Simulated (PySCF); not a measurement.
Mg(Me)(NH2) (CH₅MgN), SMILES [Mg]([CH3])[NH2]. Atoms are numbered in the order given.

```xyz
8

Mg     0.0061    -0.0471     0.0295
C     -0.2423     1.7014    -1.0903
H     -0.9217     2.4094    -0.5906
H     -0.6618     1.4910    -2.0862
H      0.7157     2.2228    -1.2426
N      0.2338    -1.6391     1.0510
H      1.1066    -2.1385     1.2094
H     -0.4947    -2.1543     1.5412
```

The structure is a stationary point at PBE-D3(BJ)/def2-TZVP. The values are those of a single conformer.

All values below come from B3LYP/pcJ-1 (PySCF).

Isotropic couplings with Fermi-contact, spin-dipole and both spin-orbit terms, one fixed conformer, no vibrational averaging. Isotopes: 13C, 14N, 1H.

Problem. Estimate the spin–spin coupling constants. (The exact figures need the calculation; the answer reports its results.)

Solution. 
| pair | bonds apart | J (Hz) |
|---|---|---|
| C2–H3 | 1 | 128.9 |
| C2–H4 | 1 | 129.3 |
| C2–H5 | 1 | 128.6 |
| N6–H7 | 1 | 49.8 |
| N6–H8 | 1 | 49.8 |
| C2–N6 | 2 | 6.2 |
| H3–H4 | 2 | -13.4 |
| H3–H5 | 2 | -13.7 |
| H4–H5 | 2 | -13.6 |
| H7–H8 | 2 | -9.4 |
| C2–H7 | 3 | 1.1 |
| C2–H8 | 3 | 1.1 |
| H3–H7 | 4 | -0.7 |
| H4–H7 | 4 | -0.6 |
| H4–H8 | 4 | -0.5 |
| H5–H8 | 4 | -0.7 |
